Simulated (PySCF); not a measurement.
HO (SMILES [OH]), doublet, at a GFN2-xTB geometry.

The PySCF input:
```python
from pyscf import gto, scf, cc

mol = gto.M(
    atom='''
O    -0.000000   -0.000000   -0.107036
H     0.000000    0.000000    0.856289
''',
    basis='pcseg-1',
    charge=0,
    spin=1,
    verbose=4,
)

mf = scf.UHF(mol)
mf.kernel()

mycc = cc.CCSD(mf, frozen=1)
mycc.kernel()
et = mycc.ccsd_t()
print('E(CCSD(T)) = %.10f' % (mycc.e_tot + et))
```

### Question
What does this run give for the SCF-reference dipole moment, number of basis functions, nuclear repulsion energy, coupled-cluster correlation energy (without the perturbative part), total energy, SCF-reference HOMO energy?

### Answer

* **SCF-reference dipole moment**: 1.86 D
* **number of basis functions**: 19
* **nuclear repulsion energy**: 4.3946 Eh
* **coupled-cluster correlation energy (without the perturbative part)**: -0.1637 Eh
* **total energy**: -75.5344 Eh
* **SCF-reference HOMO energy**: -13.90 eV

These values belong to the state on which the SCF converged, which isn't shown to be the lowest.
